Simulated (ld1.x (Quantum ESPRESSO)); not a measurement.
# An all-electron radial function and its pseudo partner (chromium (Cr))

Columns: radius, all-electron u(r) and pseudo u(r) of the 4p shell (level -0.99 eV) of chromium in the configuration [Ne] 3s2 3p6 3d5 4s1 4p0; PBE, scalar-relativistic, PAW scheme, ld1.x (Quantum ESPRESSO) 7.5.

```json
{"r (bohr)": "0.082", "all-electron": "0.0609", "pseudo": "-0.0113"}
{"r (bohr)": "0.165", "all-electron": "0.0867", "pseudo": "-0.0439"}
{"r (bohr)": "0.248", "all-electron": "0.0526", "pseudo": "-0.0928"}
{"r (bohr)": "0.330", "all-electron": "-0.0057", "pseudo": "-0.1498"}
{"r (bohr)": "0.413", "all-electron": "-0.0641", "pseudo": "-0.2077"}
{"r (bohr)": "0.495", "all-electron": "-0.1090", "pseudo": "-0.2569"}
{"r (bohr)": "0.578", "all-electron": "-0.1379", "pseudo": "-0.2915"}
{"r (bohr)": "0.660", "all-electron": "-0.1506", "pseudo": "-0.3065"}
{"r (bohr)": "0.742", "all-electron": "-0.1497", "pseudo": "-0.3009"}
{"r (bohr)": "0.825", "all-electron": "-0.1380", "pseudo": "-0.2758"}
{"r (bohr)": "0.908", "all-electron": "-0.1184", "pseudo": "-0.2351"}
{"r (bohr)": "0.990", "all-electron": "-0.0937", "pseudo": "-0.1849"}
{"r (bohr)": "1.072", "all-electron": "-0.0655", "pseudo": "-0.1304"}
{"r (bohr)": "1.155", "all-electron": "-0.0350", "pseudo": "-0.0759"}
{"r (bohr)": "1.238", "all-electron": "-0.0036", "pseudo": "-0.0258"}
{"r (bohr)": "1.320", "all-electron": "0.0275", "pseudo": "0.0176"}
{"r (bohr)": "1.402", "all-electron": "0.0582", "pseudo": "0.0550"}
{"r (bohr)": "1.485", "all-electron": "0.0883", "pseudo": "0.0878"}
{"r (bohr)": "1.568", "all-electron": "0.1174", "pseudo": "0.1174"}
{"r (bohr)": "1.650", "all-electron": "0.1448", "pseudo": "0.1448"}
{"r (bohr)": "1.733", "all-electron": "0.1712", "pseudo": "0.1712"}
{"r (bohr)": "1.815", "all-electron": "0.1959", "pseudo": "0.1959"}
{"r (bohr)": "1.898", "all-electron": "0.2194", "pseudo": "0.2194"}
{"r (bohr)": "1.980", "all-electron": "0.2413", "pseudo": "0.2413"}
{"r (bohr)": "2.062", "all-electron": "0.2617", "pseudo": "0.2617"}
{"r (bohr)": "2.145", "all-electron": "0.2811", "pseudo": "0.2811"}
```

How many radial nodes do the two functions have?

The all-electron 4p function has n − l − 1 = 2; the pseudo-wave has 1, since 1 lower shell of the same l stays in the valence.

At about which radius was the pseudo-wave matched?

1.65 bohr, where the columns begin to agree (steps of 0.08 bohr).

Is the pseudo-wave norm-conserving?

No, it belongs to a PAW set: the norm inside the radius is not constrained, and the difference is carried by the augmentation charge.
